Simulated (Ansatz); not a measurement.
`[F][Al]([SH])[Br]` and `[NH2][Al]([F])[SH]` differ in one atom or group.

Ansatz, PBE0-D4/def2-TZVP geometries, multiplicity 1. Each molecule was computed in one conformer, which needn't be the lowest.

Scalar relativity is left out up to krypton. Spin–orbit coupling is left out; it splits and shifts lone-pair levels of the heavy atoms by tenths of an eV.

```tsv
property	`[F][Al]([SH])[Br]`
HOMO energy (PBE/def2-TZVPP) / eV	-7.05
HOMO–LUMO gap (ωB97M-V/def2-TZVPP) / eV	11.02
HOMO–LUMO gap (PBE/def2-TZVPP) / eV	5.07
size of the dipole moment (ωB97M-V/def2-TZVPP) / D	1.35
LUMO energy (B3LYP/def2-TZVPP) / eV	-1.42
LUMO energy (PBE/def2-TZVPP) / eV	-1.98
```

(1) What does the change do to each property? (Estimate.)

## Answers

(1) Computed: 
| property | `[NH2][Al]([F])[SH]` | shift |
| --- | --- | --- |
| HOMO energy (PBE/def2-TZVPP) / eV | -6.24 | 0.81 |
| HOMO–LUMO gap (ωB97M-V/def2-TZVPP) / eV | 10.98 | -0.04 |
| HOMO–LUMO gap (PBE/def2-TZVPP) / eV | 5.01 | -0.06 |
| size of the dipole moment (ωB97M-V/def2-TZVPP) / D | 1.54 | 0.19 |
| LUMO energy (B3LYP/def2-TZVPP) / eV | -0.71 | 0.71 |
| LUMO energy (PBE/def2-TZVPP) / eV | -1.24 | 0.74 |

Dipoles are sizes alone; their direction can turn.

B3LYP here is the variant with VWN-RPA as its local correlation; programs differ in this.
